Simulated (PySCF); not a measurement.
Computed Raman spectrum (relative Raman activity) of a molecule C₂H₇NSi₂. Geometry: B3LYP-D3(BJ)/def2-SVP. Other conformers were not sampled. All values below come from B3LYP-D3(BJ)/def2-SVP (PySCF). Frequencies are harmonic and unscaled.

Lines under 2 % of the strongest are left out, and lines within 2 cm⁻¹ are merged.

```json
[
 {"ν (cm⁻¹)": "416", "relative intensity": "6.7"},
 {"ν (cm⁻¹)": "654", "relative intensity": "5.8"},
 {"ν (cm⁻¹)": "676", "relative intensity": "3.7"},
 {"ν (cm⁻¹)": "774", "relative intensity": "2.8"},
 {"ν (cm⁻¹)": "891", "relative intensity": "2.7"},
 {"ν (cm⁻¹)": "933", "relative intensity": "11"},
 {"ν (cm⁻¹)": "942", "relative intensity": "8.6"},
 {"ν (cm⁻¹)": "1174", "relative intensity": "5.8"},
 {"ν (cm⁻¹)": "1413", "relative intensity": "3.7"},
 {"ν (cm⁻¹)": "2209", "relative intensity": "27"},
 {"ν (cm⁻¹)": "2215", "relative intensity": "100"},
 {"ν (cm⁻¹)": "2221", "relative intensity": "65"},
 {"ν (cm⁻¹)": "2227", "relative intensity": "33"},
 {"ν (cm⁻¹)": "2239", "relative intensity": "21"},
 {"ν (cm⁻¹)": "2370", "relative intensity": "26"},
 {"ν (cm⁻¹)": "3050", "relative intensity": "41"},
 {"ν (cm⁻¹)": "3105", "relative intensity": "28"}
]
```

Task: Identify the compound among the candidates.
A) [SiH3]C1=NC[SiH2]1
B) N#CC[SiH2][SiH3]
C) C1=C[SiH2]N[SiH2]1
D) C#C[SiH2]N[SiH3]

Result: B, N#CC[SiH2][SiH3]
